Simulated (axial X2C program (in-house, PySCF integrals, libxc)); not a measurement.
Curves of TbO⁻ from open-shell CI on f9 s1

Calculated with an axial X2C code built on PySCF integrals: two-component X2C with atomic mean-field Coulomb and Gaunt terms, basis Tb dyall-v3z, O dyall-av3z (cores contracted in-house). Orbitals come from Hartree–Fock averaged over the configuration Tb f9 s1; CI then distributes these electrons over the f, s shells of Tb. The speed of light was multiplied by 100, so these are model numbers.

Scan along the bond; masses Tb 158.925 u, O 15.995 u. Energies in cm⁻¹ from the lowest point; levels are followed by energy order within each Ω. Lowest level at 1.944 Å: 100% f9 s1.

```json
{"R (Å)": "1.808", "(1)Ω=8": "2182", "(1)Ω=7": "2182", "(1)Ω=6": "2183", "(1)Ω=5": "2183", "(1)Ω=4": "2183", "(1)Ω=3": "2183", "(1)Ω=2": "2183", "(2)Ω=7": "2525", "(2)Ω=6": "2525"}
{"R (Å)": "1.876", "(1)Ω=8": "554", "(1)Ω=7": "555", "(1)Ω=6": "555", "(1)Ω=5": "555", "(1)Ω=4": "555", "(1)Ω=3": "555", "(1)Ω=2": "555", "(2)Ω=7": "925", "(2)Ω=6": "926"}
{"R (Å)": "1.944", "(1)Ω=8": "0", "(1)Ω=7": "0", "(1)Ω=6": "0", "(1)Ω=5": "0", "(1)Ω=4": "1", "(1)Ω=3": "1", "(1)Ω=2": "1", "(2)Ω=7": "400", "(2)Ω=6": "400"}
{"R (Å)": "2.022", "(1)Ω=8": "396", "(1)Ω=7": "396", "(1)Ω=6": "396", "(1)Ω=5": "396", "(1)Ω=4": "396", "(1)Ω=3": "396", "(1)Ω=2": "396", "(2)Ω=7": "828", "(2)Ω=6": "829"}
{"R (Å)": "2.100", "(1)Ω=8": "1625", "(1)Ω=7": "1625", "(1)Ω=6": "1625", "(1)Ω=5": "1625", "(1)Ω=4": "1625", "(1)Ω=3": "1625", "(1)Ω=2": "1626", "(2)Ω=7": "2090", "(2)Ω=6": "2090"}
{"R (Å)": "2.187", "(1)Ω=8": "3702", "(1)Ω=7": "3702", "(1)Ω=6": "3702", "(1)Ω=5": "3702", "(1)Ω=4": "3702", "(1)Ω=3": "3703", "(1)Ω=2": "3703", "(2)Ω=7": "4202", "(2)Ω=6": "4202"}
{"R (Å)": "2.294", "(1)Ω=8": "6932", "(1)Ω=7": "6932", "(1)Ω=6": "6932", "(1)Ω=5": "6932", "(1)Ω=4": "6933", "(1)Ω=3": "6933", "(1)Ω=2": "6933", "(2)Ω=7": "7472", "(2)Ω=6": "7472"}
```

**Question.** Fit the curves (1)Ω=8, (1)Ω=7, (1)Ω=6, (1)Ω=5, (1)Ω=4, (1)Ω=3, (1)Ω=2, (2)Ω=7, (2)Ω=6 near their minima.

**Answer.** From the open-shell CI curves, Te from the lowest:

```tsv
level	Te (cm⁻¹)	Re (Å)	ωe (cm⁻¹)
(1)Ω=8	0	1.952	641.7
(1)Ω=7	0	1.952	641.7
(1)Ω=6	0	1.952	641.7
(1)Ω=5	0	1.952	641.7
(1)Ω=4	1	1.952	641.7
(1)Ω=3	1	1.952	641.7
(1)Ω=2	1	1.952	641.7
(2)Ω=7	403	1.949	644.4
(2)Ω=6	403	1.949	644.4
```

Without dynamic correlation distances can be off by several hundredths of an Å (long for ionic bonds, short for multiple bonds) and the wavenumbers are rough.

The 9 lowest curves are shown; the next is (2)Ω=5, from 400 cm⁻¹.

Dynamic correlation is missing, so gaps between terms are too wide and other configurations may lie lower; the lowest level listed is that of this model, not necessarily the ground state. At most 4 roots were kept for each Ω > 0 (twice that for Ω = 0) within 2.2 eV of the lowest, so higher up levels can be missing between those listed; levels with Ω > 0 are doubly degenerate and listed once, Ω = 0 levels singly. For an anion, levels above electron detachment are held by the basis set.
